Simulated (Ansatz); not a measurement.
Relaxation of C₂H₃B₂F (8 atoms, charge 0, multiplicity 1), to a largest force component of 0.015 eV/Å in at most 40 steps.

Method: RKS r2SCAN/STO-3G in Ansatz.

```xyz
8
Properties=species:S:1:pos:R:3:forces:R:3
B -1.024 1.133 -0.212 -1.47 2.87 -0.74
C -0.077 -0.001 0.005 0.89 -3.53 1.03
C 1.227 -0.495 -0.063 -4.45 -3.49 1.83
B 0.114 -1.478 0.470 0.80 1.44 -0.24
F -0.332 -2.663 1.010 1.09 2.65 -1.31
H -2.214 1.059 0.044 1.27 -0.21 -0.19
H -0.659 2.204 -0.663 -0.27 -1.00 0.43
H 2.245 -0.429 -0.316 2.14 1.27 -0.81
```

Where does it end, and by what steps?

The forces met the threshold. Limits of this set-up: minimal basis. After 18 steps the energy has fallen by 1.318 eV; H7 moved furthest, 1.29 Å.

```json
{"step": "0", "energy less start (eV)": "0.0000", "largest force component (eV/Å)": "4.447", "accepted": "yes"}
{"step": "1", "energy less start (eV)": "-0.6477", "largest force component (eV/Å)": "1.533", "accepted": "yes"}
{"step": "2", "energy less start (eV)": "-0.7693", "largest force component (eV/Å)": "1.104", "accepted": "yes"}
{"step": "3", "energy less start (eV)": "-0.8161", "largest force component (eV/Å)": "0.330", "accepted": "yes"}
{"step": "4", "energy less start (eV)": "-0.8081", "largest force component (eV/Å)": "0.950", "accepted": "no"}
{"step": "5", "energy less start (eV)": "-0.8492", "largest force component (eV/Å)": "0.344", "accepted": "yes"}
{"step": "6", "energy less start (eV)": "-0.8873", "largest force component (eV/Å)": "0.377", "accepted": "yes"}
{"step": "7", "energy less start (eV)": "-0.9478", "largest force component (eV/Å)": "0.663", "accepted": "yes"}
{"step": "8", "energy less start (eV)": "-1.0485", "largest force component (eV/Å)": "0.753", "accepted": "yes"}
{"step": "9", "energy less start (eV)": "-1.1643", "largest force component (eV/Å)": "0.539", "accepted": "yes"}
{"step": "10", "energy less start (eV)": "-1.2508", "largest force component (eV/Å)": "0.421", "accepted": "yes"}
{"step": "11", "energy less start (eV)": "-1.2568", "largest force component (eV/Å)": "0.871", "accepted": "yes"}
{"step": "12", "energy less start (eV)": "-1.2743", "largest force component (eV/Å)": "0.774", "accepted": "yes"}
{"step": "13", "energy less start (eV)": "-1.3043", "largest force component (eV/Å)": "0.984", "accepted": "yes"}
{"step": "14", "energy less start (eV)": "-1.3165", "largest force component (eV/Å)": "0.097", "accepted": "yes"}
{"step": "15", "energy less start (eV)": "-1.3174", "largest force component (eV/Å)": "0.075", "accepted": "yes"}
{"step": "16", "energy less start (eV)": "-1.3179", "largest force component (eV/Å)": "0.040", "accepted": "yes"}
{"step": "17", "energy less start (eV)": "-1.3180", "largest force component (eV/Å)": "0.020", "accepted": "yes"}
{"step": "18", "energy less start (eV)": "-1.3181", "largest force component (eV/Å)": "0.003", "accepted": "yes"}
```

```xyz
8
Properties=species:S:1:pos:R:3
B -0.980 1.134 -0.162
C -0.046 -0.013 -0.035
C 1.109 -0.727 -0.302
B 0.210 -1.363 0.626
F -0.223 -2.285 1.445
H -1.852 1.101 -0.949
H -0.919 2.033 0.592
H 1.983 -0.550 -0.939
```

Whether the end is a true minimum wasn't checked by a vibrational analysis.

The run took 22 s on 1 thread of Intel(R) Xeon(R) 6975P-C (Granite Rapids), on a shared host, peak memory 0.15 GiB.
